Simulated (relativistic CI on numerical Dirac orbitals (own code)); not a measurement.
# Energy levels of Dy V

Computed by Dirac-Coulomb-Breit CI, orbitals from a KLI potential per configuration, model QED (radiative potential, 1s self-energy scaled to tabulated hydrogen-like ionisation energies), valence Slater integrals scaled by 0.75 (own radial code, finite nucleus).

Configuration list (outside the closed core [Xe]): 4f⁸.

The lowest level is 4f⁸ ⁷F6, with 93 % of that term; Hund's rules for 4f⁸ give ⁷F with J = 6, in agreement.

| No. | Configuration | Term | J | E (cm⁻¹) | % | Next component (%) | Lifetime (s) | jj configuration (%) |
| --- | --- | --- | --- | --- | --- | --- | --- | --- |
| 1 | 4f⁸ | ⁷F | 6 | 0.0 | 93 | 7 ⁵G |  | 4f5/2^4 4f7/2^4 (35) |
| 2 | 4f⁸ | ⁷F | 5 | 2564.8 | 95 | 3 ⁵G | 1.27e+00 | 4f5/2^4 4f7/2^4 (43) |
| 3 | 4f⁸ | ⁷F | 4 | 3920.0 | 91 | 5 ⁵D | 4.81e+00 | 4f5/2^4 4f7/2^4 (41) |
| 4 | 4f⁸ | ⁷F | 3 | 5107.4 | 92 | 6 ⁵D | 5.05e+00 | 4f5/2^3 4f7/2^5 (33) |
| 5 | 4f⁸ | ⁷F | 2 | 5910.0 | 91 | 7 ⁵D | 1.28e+01 | 4f5/2^4 4f7/2^4 (47) |
| 6 | 4f⁸ | ⁷F | 1 | 6464.9 | 91 | 8 ⁵D | 3.08e+01 | 4f5/2^3 4f7/2^5 (43) |
| 7 | 4f⁸ | ⁷F | 0 | 6730.2 | 91 | 8 ⁵D | 1.76e+02 | 4f5/2^4 4f7/2^4 (47) |
| 8 | 4f⁸ | ⁵D | 4 | 18170.4 | 86 | 6 ³F | 5.01e-02 | 4f5/2^4 4f7/2^4 (32) |
| 9 | 4f⁸ | ⁵L | 10 | 23496.8 | 90 | 9 ³M |  | 4f5/2^5 4f7/2^3 (42) |
| 10 | 4f⁸ | ⁵G | 6 | 23798.9 | 48 | 15 ³H | 3.61e-02 | 4f7/2^2 (52) |
| 11 | 4f⁸ | ⁵D | 3 | 25257.0 | 83 | 7 ⁷F | 2.80e-02 | 4f5/2^3 4f7/2^5 (47) |
| 12 | 4f⁸ | ⁵L | 9 | 25418.9 | 92 | 4 ³M | 3.23e+00 | 4f5/2^4 4f7/2^4 (59) |
| 13 | 4f⁸ | ⁵G | 5 | 25751.9 | 60 | 25 ⁵H | 4.55e-02 | 4f5/2^5 4f7/2^3 (54) |
| 14 | 4f⁸ | ⁵G | 4 | 26138.1 | 61 | 22 ⁵H | 6.09e-02 | 4f5/2^4 4f7/2^4 (49) |
| 15 | 4f⁸ | ⁵L | 8 | 26301.5 | 87 | 5 ³K | 2.07e+01 | 4f5/2^4 4f7/2^4 (46) |
| 16 | 4f⁸ | ⁵L | 7 | 26421.0 | 72 | 11 ³K | 4.40e+00 | 4f5/2^5 4f7/2^3 (47) |
| 17 | 4f⁸ | ⁵D | 2 | 26631.3 | 56 | 28 ³P | 3.30e-02 | 4f5/2^2 4f7/2^6 (30) |
| 18 | 4f⁸ | ⁵L | 6 | 26674.5 | 72 | 15 ³K | 2.32e-01 | 4f5/2^4 4f7/2^4 (42) |
| 19 | 4f⁸ | ⁵G | 3 | 27139.5 | 73 | 14 ⁵H | 7.92e-02 | 4f5/2^4 4f7/2^4 (37) |
| 20 | 4f⁸ | ⁵G | 2 | 27873.7 | 89 | 8 ³F | 1.56e-01 | 4f5/2^4 4f7/2^4 (46) |
| 21 | 4f⁸ | ⁵H | 7 | 29078.2 | 71 | 14 ⁵L | 5.48e-01 | 4f5/2^4 4f7/2^4 (68) |
| 22 | 4f⁸ | ⁵D | 1 | 30109.1 | 71 | 18 ³P | 2.64e-02 | 4f5/2^3 4f7/2^5 (32) |
| 23 | 4f⁸ | ⁵D | 0 | 30341.8 | 61 | 24 ³P | 2.76e-02 | 4f5/2^2 4f7/2^6 (39) |
| 24 | 4f⁸ | ⁵H | 6 | 30990.4 | 54 | 21 ⁵I | 1.34e-01 | 4f5/2^4 4f7/2^4 (49) |
| 25 | 4f⁸ | ⁵H | 5 | 32116.1 | 43 | 26 ⁵G | 1.04e-01 | 4f5/2^3 4f7/2^5 (34) |
| 26 | 4f⁸ | ⁵H | 4 | 32842.9 | 47 | 26 ⁵G | 1.10e-01 | 4f5/2^4 4f7/2^4 (41) |
| 27 | 4f⁸ | ⁵I | 8 | 33170.5 | 79 | 10 ³K | 4.20e-01 | 4f5/2^4 4f7/2^4 (49) |
| 28 | 4f⁸ | ⁵F | 5 | 33370.3 | 77 | 11 ⁵G | 3.43e-02 | 4f5/2^5 4f7/2^3 (52) |
| 29 | 4f⁸ | ⁵H | 3 | 33504.2 | 79 | 15 ⁵G | 1.64e-01 | 4f5/2^4 4f7/2^4 (46) |
| 30 | 4f⁸ | ⁵F | 4 | 33891.5 | 65 | 12 ⁵G | 8.25e-02 | 4f5/2^4 4f7/2^4 (42) |

Energies count from the lowest computed level; lifetimes are radiative, by E1, M1, E2, M2 decay to levels of this space only; some are left blank where a channel outside the calculation adds to the decay or the decay crosses a small, uncertain gap. Filled j subshells are mostly left out of the jj labels.

The mean weight of the leading LS term, summed over parents, in these 30 levels is 75 %, and that of the leading jj configuration (from the same eigenvectors) 44 %, so LS coupling describes them better.

One configuration and one scale for all Slater integrals: terms of lower spin can come out thousands of cm⁻¹ low, and their order can be wrong.

Landé's interval rule says that E(J) − E(J−1) = AJ with one A. For the ground term the intervals give A = -265.3, -277.5, -267.5, -296.8, -271.0, -427.5 cm⁻¹ for J = 1, 2, 3, 4, 5, 6; the multiplet is inverted.

LS names give the leading component of a level, which can be under half, so a name can repeat, a term be missing and a line seem to break the LS rules.
